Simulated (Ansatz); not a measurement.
C₈H₁₄O₂, SMILES `CC(=O)C(C(C)=O)C(C)C`, relaxed with RKS PBE0-D4/def2-TZVP in Ansatz 0.2.0 from a PBE-D4/def2-SVP geometry. The force threshold is 0.005 eV/Å; the program also tests the step.

Total charge 0; spin multiplicity 1.

Start:

```xyz
24

C    -0.927   -0.882    2.393
C    -0.160   -1.181    1.121
O     0.265   -2.291    0.857
C     0.067    0.005    0.153
C     1.518    0.488    0.390
C     1.692    1.706    1.274
O     2.460   -0.096   -0.115
C    -0.142   -0.430   -1.317
C     0.152    0.721   -2.285
C    -1.554   -0.984   -1.538
H    -0.938   -1.771    3.049
H    -0.489   -0.016    2.931
H    -1.969   -0.596    2.135
H    -0.632    0.826    0.422
H     1.250    2.591    0.771
H     1.148    1.587    2.234
H     2.766    1.887    1.465
H     0.597   -1.242   -1.483
H     1.194    1.087   -2.192
H     0.011    0.394   -3.335
H    -0.535    1.578   -2.113
H    -1.760   -1.865   -0.899
H    -2.326   -0.213   -1.328
H    -1.688   -1.303   -2.591
```

Question: By how much does the energy fall, and how many steps does the optimiser take? (An estimate is asked.)

Answer: Computed: 10.55 kJ/mol, in 5 steps.

Question: Which bonds change most? (Estimate.)

Answer: Ansatz gave: C8–H18 from 1.110 to 1.093 Å; C1–H11 from 1.105 to 1.088 Å; C6–H17 from 1.105 to 1.088 Å; C1–H12 from 1.110 to 1.093 Å.

Question: Give the relaxed structure. (Best estimate.)

Answer: Ansatz gave: 
```xyz
24

C    -0.926   -0.872    2.365
C    -0.153   -1.178    1.114
O     0.260   -2.280    0.867
C     0.083   -0.012    0.150
C     1.514    0.479    0.388
C     1.673    1.695    1.256
O     2.454   -0.086   -0.105
C    -0.129   -0.438   -1.306
C     0.150    0.717   -2.257
C    -1.539   -0.971   -1.516
H    -0.945   -1.741    3.019
H    -0.497   -0.015    2.890
H    -1.949   -0.593    2.094
H    -0.608    0.798    0.411
H     1.229    2.557    0.748
H     1.135    1.575    2.200
H     2.727    1.885    1.448
H     0.589   -1.240   -1.496
H     1.176    1.078   -2.170
H    -0.003    0.404   -3.292
H    -0.530    1.555   -2.066
H    -1.745   -1.841   -0.891
H    -2.286   -0.201   -1.295
H    -1.681   -1.273   -2.557
```
